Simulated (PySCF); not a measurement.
## SnC⁻ at ROHF-SCS-MP2

Computed with ROHF-SCS-MP2; Sn def2-SVPD with ECP28, C def2-SVPD; scalar-relativistic core potentials (PySCF 2.14).

```json
{
  "state": "doublet, unpaired electrons σ ↑",
  "bond length": "2.010 Å",
  "harmonic wavenumber": "665 cm⁻¹",
  "force constant": "2.84 mdyn/Å",
  "rotational constant Be": "0.3824 cm⁻¹",
  "anharmonicity ωexe": "3.22 cm⁻¹",
  "vibration–rotation constant αe": "0.00279 cm⁻¹"
}
```

Correlated steps freeze 5 core orbitals. Spin–orbit coupling is left out, which matters for elements this heavy, above all for dissociation energies. The state is the lowest determinant that a PBE0 search found; another state may lie lower at other levels.
